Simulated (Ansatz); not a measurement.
Species: H2BSeO, charge 0, doublet. H2BSeO (SMILES [O]B[SeH], doublet).
B3LYP-D3(BJ)/def2-TZVP minimum from Ansatz (an electronic-structure program):
```xyz
5

B     -0.6821     0.7075    -0.9233
H     -1.3676     0.2005    -1.7617
O     -0.4627     1.9538    -0.7346
Se     0.2227    -0.5828     0.3273
H      0.9078     0.4461     1.1268
```
Charge 0, spin multiplicity 2.

Wanted: atomisation energy (electronic, to ground-state atoms), in kcal/mol. Open shells are spin-unrestricted; no spin-orbit coupling. Cores are frozen in correlated methods (noble-gas shells, and filled d and f shells in the p block). No relativity. CBS(X,Y): correlation extrapolated as X^-3, Hartree-Fock from the larger set. A bracket is a step between two methods taken in the basis named. Double hybrids freeze cores in their MP2 part. Where a partner has so few electrons that a lower coupled-cluster level is exact, that level stands in.

CCSD(T)/CBS(cc-pVTZ,cc-pVQZ) + [CCSDT(Q) - CCSD(T)]/cc-pVDZ (Ansatz) gives 388.7 kcal/mol.

**Question.** What does PBE/def2-TZVPD (Ansatz) give here, and how do the other levels compare?

**Answer.** PBE gives 408.7 kcal/mol, 20.0 kcal/mol above it. Differences of the others: B3LYP/def2-TZVPD (Ansatz) 4.4; PBE0/def2-TZVPD (Ansatz) 4.7; B2PLYP/def2-TZVPD (Ansatz) -2.2; CCSD(T)/CBS(cc-pVTZ,cc-pVQZ) (Ansatz) -1.3 kcal/mol.
